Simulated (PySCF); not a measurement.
SrF, SMILES [F][Sr+], charge +1.

Geometry: B3LYP-D3(BJ)/def2-TZVPD. The spin state was assumed, not searched. The def2 effective core potentials stand for the cores of Sr; spin–orbit coupling is left out.

The numbers are results of PySCF with PBE/def2-TZVPD, not measurements.

Isolated molecule, no solvent.

- total energy = -130.36443 hartree
- point group = C∞v
- highest occupied level = -12.66 eV
- lowest empty level = -7.49 eV
- orbital gap = 5.17 eV
- dipole moment about the centre of nuclear charge = 7.21 D
- mean static polarisability = 17.5 bohr³ (2.60 Å³)
- polarisability, principal values = 12.8, 12.8, 27.0 bohr³
